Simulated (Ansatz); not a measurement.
Reaction (redistribution): `[BH2][Zn][F]` + `BCCCl` → `BCCB` + `[F][Zn][Cl]`

Isolated molecules relaxed with PBE0-D4/def2-TZVP in Ansatz; ΔE leaves out vibrations. CCSD(T)/CBS adds triple-zeta CCSD(T) − MP2 to the extrapolated MP2 energy (def2 sets, frozen cores). Functionals use def2-TZVPP. B3LYP here is the variant with VWN-RPA as its local correlation; programs differ in this. HSE06 is defined as in plane-wave codes. For Zn outer-core shells are correlated without core-valence functions, which leaves a few kJ/mol of doubt a bond. Scalar relativity is left out up to krypton. One conformer a species, not always the lowest.

| level | ΔE (kJ/mol) | difference from CCSD(T)/CBS |
| --- | --- | --- |
| BLYP-D4 | -164.2 | 34.9 |
| B3LYP-D4 | -173.4 | 25.7 |
| r2SCAN0-D4 | -205.3 | -6.2 |
| B2PLYP | -183.6 | 15.5 |
| BLYP | -161.1 | 38.0 |
| r2SCAN | -199.4 | -0.3 |
| PBE0 | -198.8 | 0.3 |
| r2SCANh | -201.8 | -2.7 |
| HSE06 | -199.7 | -0.6 |
| LC-ωPBE | -198.7 | 0.4 |
| RPA@PBE/def2-TZVPP | -173.3 | 25.8 |
| HF/def2-SVP | -163.9 | 35.2 |
| CCSD(T)/def2-SVP | -187.7 | 11.4 |
| MP2/def2-TZVPP | -205.5 | -6.4 |
| SCS-MP2/def2-TZVPP | -188.6 | 10.5 |
| CCSD/def2-TZVPP | -186.3 | 12.8 |
| CCSD(T)/CBS | -199.1 | 0 |

Largest T1 diagnostic among the species: 0.016.

From r2SCAN to r2SCAN0 (25 % exact exchange), in def2-TZVPP and without D4, ΔE moves by −5.7 kJ/mol. At CCSD(T), def2-SVP lies +11.4 kJ/mol from the extrapolated value and def2-TZVPP +7.7 kJ/mol. In def2-TZVPP, CCSD(T) changes the Hartree–Fock value by −26.2 kJ/mol (the triples alone add −5.2 kJ/mol) and MP2 by −40.2 kJ/mol.
